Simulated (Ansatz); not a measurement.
Consider the formal exchange of groups at the Si–S bond: `NCS[SiH2]O` + `OCOC[SiH3]` → `O[SiH2]OC[SiH3]` + `NCSCO`.

Isolated molecules relaxed with PBE0-D4/def2-TZVP in Ansatz; ΔE leaves out vibrations. CCSD(T)/CBS adds triple-zeta CCSD(T) − MP2 to the extrapolated MP2 energy (def2 sets, frozen cores). Functionals use def2-TZVPP. One conformer a species, not always the lowest.

```tsv
level	ΔE (kJ/mol)
PBE-D4	-30.0
ωB97X-V	-39.4
B2PLYP	-44.0
r2SCAN	-36.6
PBE0	-33.9
MP2/def2-TZVPP	-44.4
MP2/def2-QZVPP	-46.9
MP2/CBS(def2)	-47.3
```

(1) What does CCSD(T)/CBS give? (Estimate.)

Largest T1 diagnostic among the species: 0.012.

Answers

(1) The calculation gave: -44.0 kJ/mol. The listed levels differ from it by 14.0, 4.6, 0.0, 7.4, 10.1, -0.4, -2.9, -3.3 kJ/mol.

In def2-TZVPP, CCSD(T) changes the Hartree–Fock value by +7.8 kJ/mol (the triples alone add +2.2 kJ/mol) and MP2 by +4.6 kJ/mol. From PBE to PBE0 (25 % exact exchange), in def2-TZVPP and without D4, ΔE moves by −3.5 kJ/mol.

CCSD(T)/CBS has its own doubt, a few kJ/mol and more with outer-core shells, so smaller differences from it don't rank the levels.
